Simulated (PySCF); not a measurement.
BiBr$_{3}$, singlet, at a GFN2-xTB geometry (such geometries of metal compounds can be far from the true shape) (core potentials on Bi); DF-PBE/def2-SVP (PySCF).

PySCF was given this input:
```python
from pyscf import gto, scf, dft

mol = gto.M(
    atom='''
Bi    0.00161438    0.00205729    0.76455345
Br   -1.68714961   -1.43917361   -0.59693332
Br   -0.40330196    2.17716175   -0.60937517
Br    2.08662318   -0.74286685   -0.60677541
''',
    basis='def2-svp',
    ecp={'Bi': 'def2-svp'},
    verbose=5,
)

mf = dft.RKS(mol)
mf.xc = 'pbe'
mf = mf.density_fit(auxbasis='def2-universal-jkfit')
mf.kernel()
```

What the program printed (banner, timings and long lists left out):

```
PySCF version 2.14.0

[INPUT] verbose = 5
[INPUT] max_memory = 4000
[INPUT] num. atoms = 4
[INPUT] num. electrons = 128
[INPUT] charge = 0
[INPUT] spin (= nelec alpha-beta = 2S) = 0
[INPUT] symmetry False subgroup None
[INPUT] Mole.unit = angstrom
[INPUT] Symbol           X                Y                Z      unit          X                Y                Z       unit  Magmom
[...]
[INPUT] ---------------- BASIS SET ----------------
[INPUT] l, kappa, [nprim/nctr], expnt,             c_1 c_2 ...
[INPUT] Bi
[...]
                                19.820147783      -0.1462446125
                                14.960110102      0.37435719885
                                6.7065785571      -0.68476017748
                                1.7391967524      0.90967322081
                                0.94504730591     0.38695797807
[...]
                                1.5317838545      0.31054408682
[...]
                                7.1992185915      -0.37994608603
                                1.5359697528      0.53268032065
                                0.72201275727     0.23037698678
[...]
                                7.0956896087      -0.065954380016
                                2.3363137007      0.33707163406
                                1.1208861366      0.49128719933
                                0.50309487376     0.29095930644
[...]
[INPUT] Br
[...]
                                17009.626303      0.010950417496
                                3870.1842567      0.054421006604
                                1093.0357227      0.19047907695
                                356.39721797      0.39024642737
                                123.12539643      0.30814432514
[...]
                                28.46866107       0.64775962312
                                11.883443722      0.44235575986
[...]
                                3.6129226841      0.73823712008
                                1.6626648969      0.42683868694
[...]
                                368.47859205      0.06624363742
                                117.22978849      0.26495610385
                                42.648909248      0.53839160587
                                16.087225096      0.36579387888
[...]
                                3.5613665502      0.57500678213
                                1.5292626609      0.24330394172
[...]
                                30.281143688      0.1345548323
                                10.651394267      0.36474454537
                                3.8699456233      0.49044587056
[...]
nuclear repulsion = 997.471291861846
number of shells = 46
number of NR pGTOs = 283
number of NR cGTOs = 122
basis = def2-svp
ecp = {'Bi': 'def2-svp'}

******** <class 'pyscf.df.df_jk.DFRKS'> ********
method = DFRKS
initial guess = minao
damping factor = 0
level_shift factor = 0
DIIS = <class 'pyscf.scf.diis.CDIIS'>
diis_start_cycle = 1
diis_space = 8
diis_damp = 0
SCF conv_tol = 1e-09
SCF conv_tol_grad = None
SCF max_cycles = 50
direct_scf = False
XC library pyscf.dft.libxc version 7.1.2
    S. Lehtola, C. Steigemann, M. J. T. Oliveira, and M. A. L. Marques,  SoftwareX 7, 1–5 (2018)
XC functionals = pbe
    J. P. Perdew, K. Burke, and M. Ernzerhof,  Phys. Rev. Lett. 77, 3865 (1996)
    J. P. Perdew, K. Burke, and M. Ernzerhof,  Phys. Rev. Lett. 78, 1396 (1997)
    J. P. Perdew, K. Burke, and M. Ernzerhof,  Phys. Rev. Lett. 77, 3865 (1996)
    J. P. Perdew, K. Burke, and M. Ernzerhof,  Phys. Rev. Lett. 78, 1396 (1997)
radial grids:
    Treutler-Ahlrichs [JCP 102, 346 (1995); DOI:10.1063/1.469408] (M4) radial grids

becke partition: Becke, JCP 88, 2547 (1988); DOI:10.1063/1.454033
pruning grids: <function nwchem_prune>
grids dens level: 3
symmetrized grids: False
atomic radii adjust function: <function treutler_atomic_radii_adjust>
small_rho_cutoff = 0
Set gradient conv threshold to 3.16228e-05
Initial guess from minao.
[...]
 -2.48310570e+00 -2.48310146e+00 -2.48064456e+00 -2.48063721e+00
 -2.48060889e+00 -2.48055681e+00 -2.48055338e+00 -2.48053867e+00
 -2.47335074e+00 -2.47335040e+00 -2.47334955e+00 -2.47333048e+00
 -2.47332169e+00 -2.47331958e+00 -1.06543099e+00 -1.06542994e+00
 -1.06205891e+00 -1.06205683e+00 -1.06055532e+00 -7.29171335e-01
 -6.91116957e-01 -6.91114825e-01 -5.73011583e-01 -3.39086278e-01
 -3.39084766e-01 -3.17271496e-01 -2.70883368e-01 -2.70882091e-01
 -2.59477367e-01 -2.54078515e-01 -2.54076931e-01 -2.50411768e-01
 -1.11770036e-01 -1.08511526e-01 -1.08511460e-01  1.67638389e-01
  1.79381417e-01  1.79382019e-01  2.14968226e-01  2.14968648e-01
  2.15431560e-01  2.25171754e-01  3.13390709e-01  3.13391141e-01
  4.10242473e-01  4.10243877e-01  4.42356388e-01  4.61218559e-01
  4.72404807e-01  4.72406274e-01  4.80923609e-01  4.80925062e-01
  4.82778257e-01  4.84318495e-01  4.84319628e-01  4.85314333e-01
  4.96413320e-01  5.35028462e-01  5.41434311e-01  5.41437328e-01
  6.02213737e-01  6.02215448e-01  6.44191957e-01  6.44192561e-01
  6.48922636e-01  7.13431310e-01  7.13432090e-01  7.13661226e-01
  9.09089730e-01  9.34235288e-01  9.34236655e-01  3.29745714e+00
  3.30540526e+00  3.30618391e+00  3.30622036e+00  3.30846684e+00
  3.30853237e+00  3.31464337e+00  3.31580608e+00  3.31582233e+00
  3.36098462e+00  3.36099283e+00  3.37347541e+00  3.46208435e+00
  3.48261971e+00  3.48264554e+00  2.09547106e+01  2.10523728e+01
  2.10523756e+01  5.41338938e+01]
nelec by numeric integration = 127.99999883216833
E1 = -13111.523658598831  E2 = 4178.879941492225  Ecoul = 4468.943376890916  Exc = -290.06343539869056
cycle= 11 E= -7935.17242524476  delta_E= -8.37e-10  |g|= 2.07e-05  |ddm|= 0.000102
[...]
  mo_energy =
[-4.80936721e+02 -4.80936716e+02 -4.80936699e+02 -6.17774570e+01
 -6.17774520e+01 -6.17774363e+01 -5.57076047e+01 -5.57075996e+01
 -5.57075832e+01 -5.57047726e+01 -5.57047662e+01 -5.57047589e+01
 -5.57047484e+01 -5.57047425e+01 -5.57047321e+01 -8.40221671e+00
 -8.40221134e+00 -8.40219581e+00 -6.28108690e+00 -6.28108178e+00
 -6.28107981e+00 -6.27135928e+00 -6.27135657e+00 -6.27133488e+00
 -6.27131436e+00 -6.27130498e+00 -6.27128634e+00 -5.86015691e+00
 -3.63234954e+00 -3.63234675e+00 -3.63018983e+00 -2.48314763e+00
 -2.48311761e+00 -2.48310799e+00 -2.48065116e+00 -2.48064891e+00
 -2.48059847e+00 -2.48056624e+00 -2.48056219e+00 -2.48052825e+00
 -2.47336235e+00 -2.47335654e+00 -2.47333907e+00 -2.47333120e+00
 -2.47332785e+00 -2.47331995e+00 -1.06542504e+00 -1.06542404e+00
 -1.06205282e+00 -1.06205084e+00 -1.06054915e+00 -7.29171179e-01
 -6.91120116e-01 -6.91114282e-01 -5.73008819e-01 -3.39086688e-01
 -3.39083803e-01 -3.17270358e-01 -2.70884673e-01 -2.70882785e-01
 -2.59477864e-01 -2.54080443e-01 -2.54077353e-01 -2.50413010e-01
 -1.11768222e-01 -1.08509895e-01 -1.08508584e-01  1.67641395e-01
  1.79383351e-01  1.79384653e-01  2.14970027e-01  2.14970948e-01
  2.15432606e-01  2.25174091e-01  3.13389043e-01  3.13392700e-01
  4.10242940e-01  4.10245179e-01  4.42356938e-01  4.61217326e-01
  4.72403948e-01  4.72404782e-01  4.80921654e-01  4.80924674e-01
  4.82777157e-01  4.84315622e-01  4.84320194e-01  4.85313198e-01
  4.96412182e-01  5.35027551e-01  5.41433470e-01  5.41436238e-01
  6.02213477e-01  6.02215726e-01  6.44191354e-01  6.44193011e-01
  6.48921591e-01  7.13431252e-01  7.13431326e-01  7.13661352e-01
  9.09089610e-01  9.34233662e-01  9.34239096e-01  3.29745513e+00
  3.30540340e+00  3.30618225e+00  3.30621803e+00  3.30846540e+00
  3.30853012e+00  3.31464130e+00  3.31580112e+00  3.31582345e+00
  3.36098112e+00  3.36099231e+00  3.37347345e+00  3.46208235e+00
  3.48261360e+00  3.48264776e+00  2.09547167e+01  2.10523788e+01
  2.10523815e+01  5.41338999e+01]
nelec by numeric integration = 127.99999883208177
E1 = -13111.524091478992  E2 = 4178.880374373049  Ecoul = 4468.943827254742  Exc = -290.063452881694
Extra cycle  E= -7935.1724252441  delta_E= 6.62e-10  |g|= 4.8e-05  |ddm|= 0.000117
converged SCF energy = -7935.1724252441
```
